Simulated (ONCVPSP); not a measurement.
What one change does to a pseudopotential (Pb, ONCV)

```json
{"Element": "lead", "Generator": "ONCVPSP 4.0.1", "Type": "optimised norm-conserving Vanderbilt (ONCV)", "Functional": "LDA (Perdew-Zunger)", "Relativity": "scalar-relativistic", "Frozen core": "[Kr] 4d10 4f14", "Valence charge": "22", "Reference configuration": "5s2 5p6 5d10 6s2 6p2", "Partial waves": "5s+6s: rc 1.40 bohr, ncon 4, nbas 8, qcut 9.8 1/bohr, 3 projectors, debl 3.6 Ha; 5p+6p: rc 1.55 bohr, ncon 3, nbas 6, qcut 10.5 1/bohr, 2 projectors; 5d: rc 1.35 bohr, ncon 4, nbas 9, qcut 6.6 1/bohr, 1 projector", "Local potential": "polynomial inside 1.05 bohr (lpopt 5, dvloc0 2 Ha)", "Core correction": "polynomial model core, fcfact 0.45"}
```

Change: all radii but the core radius scaled by about 0.87 (s 1.22, p 1.34, d 1.16 bohr); local potential polynomial inside 0.90 bohr (lpopt 5, dvloc0 2 Ha).

Cutoffs: the cutoffs (Ha) at which the residual kinetic energy of the hardest occupied pseudo-wave falls to 1 and 0.1 mHa per electron; they do not see the model core or the augmentation charge, which bear on the density cutoff. Errors are all-electron minus pseudo energies relative to the spin-unpolarised reference configuration.

Task: Predict the effect on cutoff, ghosts and configuration errors.

Result: The potential gets neither clearly harder nor softer (34 Ha and 104 Ha → 39 Ha and 46 Ha); the s channel sets the loose cutoff, while the largest relative change is in p, which becomes harder; of the 4 tests that both files solve, the error grows in 0 and shrinks in 1 by more than 15 % and 0.3 meV (median size 17.1 → 15.5 meV); neither file shows a bound ghost.

```tsv
quantity	base	changed
cutoff, loose	34 Ha	39 Ha
cutoff, tight	104 Ha	46 Ha
loose cutoff by channel	s 34 Ha, p 30 Ha, d 26 Ha	s 39 Ha, p 39 Ha, d 24 Ha
bound ghosts	none	none
GHOST(+) flags under 300 eV	none	s at 176.6 eV
error for 5s2 5p6 5d10 6s2 6p1, meV [ΔE 6.83 eV]	-2.9	-2.7
error for 5s2 5p6 5d10 6s2 6p0, meV [ΔE 20.59 eV]	-9.4	-9.0
error for 5s2 5p6 5d10 6s1 6p0, meV [ΔE 53.47 eV]	-25	-22
error for 5s1 5p6 5d10 6s2 6p2, meV [ΔE 152.26 eV]	-321	-190
rms error of d²Exc/dni dnj with the model core, mHa	0.52	0.24
```
